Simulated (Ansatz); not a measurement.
`N[SiH2]C=O` + H₂ → `N[SiH3]` + `C=O`  (hydrogenolysis of the Si–C bond)

Computed with Ansatz on PBE0-D4/def2-TZVP structures; ΔE is electronic, products minus reactants. CCSD(T)/CBS is the MP2 limit (def2-TZVPP, def2-QZVPP) plus CCSD(T) − MP2 in def2-TZVPP, frozen cores. This one scheme is used for every species. DFT in def2-TZVPP. B3LYP here is the variant with VWN-RPA as its local correlation; programs differ in this. HSE06 is defined as in plane-wave codes. One conformer a species, not always the lowest.

`N[SiH2]C=O`:

```xyz
9

N     1.418    0.337    0.144
Si   -0.228    0.405    0.560
C    -1.042   -0.829   -0.669
O    -0.387   -1.356   -1.536
H     2.128    0.971    0.461
H     1.665   -0.158   -0.699
H    -0.897    1.728    0.383
H    -0.526   -0.036    1.951
H    -2.131   -1.062   -0.595
```

H₂:

Cartesian coordinates in Å:
```
H 0.317 0.136 0.142
H -0.317 -0.136 -0.142
```

`N[SiH3]`:

Cartesian coordinates in Å:
```
N -0.135 -0.955 -0.456
Si -0.024 0.581 0.310
H 0.321 -1.752 -0.042
H -0.109 -1.013 -1.461
H -0.366 0.402 1.745
H 1.312 1.246 0.251
H -0.999 1.490 -0.347
```

`C=O`:

```xyz
4

C    -0.001   -0.002   -0.004
O     0.350    0.489    1.027
H    -0.373    0.610   -0.850
H     0.024   -1.098   -0.173
```

```tsv
level	ΔE (kcal/mol)	difference from CCSD(T)/CBS
LDA (SPW92)	-4.3	2.9
revPBE-D4	-4.4	2.8
BLYP-D4	-5.3	1.9
r2SCAN-D4	-5.7	1.5
B97M-V	-7.8	-0.6
B3LYP-D4	-6.8	0.4
r2SCANh-D4	-6.3	0.9
r2SCAN0-D4	-7.1	0.1
HSE06-D4	-6.9	0.3
BHLYP-D4	-8.6	-1.4
CAM-B3LYP-D4	-7.6	-0.4
ωB97X-V	-7.5	-0.3
ωB97M-V	-6.9	0.3
B2PLYP	-8.4	-1.2
PBE-QIDH	-8.2	-1.0
revPBE	-7.4	-0.2
r2SCAN	-6.0	1.2
PBE0	-8.0	-0.8
B3LYP	-8.8	-1.6
r2SCANh	-6.6	0.6
r2SCAN0	-7.4	-0.2
HSE06	-7.9	-0.7
BHLYP	-10.2	-3.0
LC-ωPBE	-8.2	-1.0
RPA@PBE/def2-TZVPP	-9.2	-2.0
HF/def2-SVP	-15.0	-7.8
MP2/def2-SVP	-9.9	-2.7
CCSD/def2-SVP	-11.7	-4.5
CCSD(T)/def2-SVP	-10.8	-3.6
HF/def2-TZVPP	-13.6	-6.4
MP2/def2-TZVPP	-7.6	-0.4
SCS-MP2/def2-TZVPP	-8.9	-1.7
CCSD/def2-TZVPP	-9.4	-2.2
CCSD(T)/def2-TZVPP	-8.3	-1.1
HF/def2-QZVPP	-13.6	-6.4
MP2/def2-QZVPP	-7.0	0.2
SCS-MP2/def2-QZVPP	-8.3	-1.1
HF/CBS(def2)	-13.6	-6.4
MP2/CBS(def2)	-6.5	0.7
CCSD/CBS(def2)	-8.4	-1.2
CCSD(T)/CBS	-7.2	0
```

Largest T1 diagnostic among the species: 0.015.

At CCSD(T), def2-SVP lies −3.6 kcal/mol from the extrapolated value and def2-TZVPP −1.1 kcal/mol. In def2-TZVPP, CCSD(T) changes the Hartree–Fock value by +5.3 kcal/mol (the triples alone add +1.2 kcal/mol) and MP2 by +6.0 kcal/mol.
